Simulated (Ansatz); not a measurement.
`[NH2][Nb](=[O])([F])[Cl]` + H₂O → `[NH2][Nb](=[O])([OH])[Cl]` + H–F at 400 K and 1 bar (formal hydrolysis of the Nb–F bond).

Program: Ansatz. Geometries: PBE0-D4/def2-TZVP. ΔE: electronic, gas phase. CCSD(T)/CBS adds triple-zeta CCSD(T) − MP2 to the extrapolated MP2 energy (def2 sets, frozen cores). This one scheme is used for every species. def2 core potentials past Kr. For Nb outer-core shells are correlated without core-valence functions, which leaves a few kJ/mol of doubt a bond. One conformer a species, not always the lowest.

| species | CCSD(T)/CBS energy (Eh) | H − E (kJ/mol) | S (J/(mol·K)) |
| --- | --- | --- | --- |
| `[NH2][Nb](=[O])([F])[Cl]` | -747.79482 | 116.3 | 384.0 |
| H₂O | -76.37941 | 69.8 | 198.6 |
| `[NH2][Nb](=[O])([OH])[Cl]` | -723.76288 | 147.3 | 399.9 |
| H–F | -100.39570 | 36.5 | 182.2 |

H − E and S are ideal-gas, rigid-rotor, harmonic terms from PBE0-D4/def2-TZVP, for one conformer and one mirror image of each species. 1 Eh = 2625.50 kJ/mol, R = 8.31446 J/(mol·K).

Problem. By hand: ΔE, ΔH, ΔS and ΔG.

Solution. ΔE = (-723.76288) + (-100.39570) − (-747.79482) − (-76.37941) = 0.01565 Eh = 41.1 kJ/mol. Δ(H − E) = 147.3 + 36.5 − 116.3 − 69.8 = -2.3, so ΔH = 38.8 kJ/mol. ΔS = 399.9 + 182.2 − 384.0 − 198.6 = -0.5 J/(mol·K). ΔG = 38.8 − 400 × (-0.5)/1000 = 39.0 kJ/mol.

Problem. By hand: the equilibrium constant, and the temperature at which ΔG would vanish if ΔH and ΔS stayed fixed.

Solution. log₁₀ K = −ΔG/(RT ln 10) = -5.1. ΔH and −TΔS have one sign here, so there is no such temperature. One of them is within its doubt of zero, so this could turn.

The number of gas molecules stays the same, so ΔS is small and ΔH decides. A doubt of 5 kJ/mol in ΔE shifts log₁₀ K by 0.7 here. Other conformers and mirror images would add mixing entropy, several J/(mol·K) or more a flexible species. These are equilibria of isolated gas molecules and say nothing of rates. Largest T1 diagnostic: 0.022 (customary marks: 0.02 for closed shells, 0.045 for open ones).
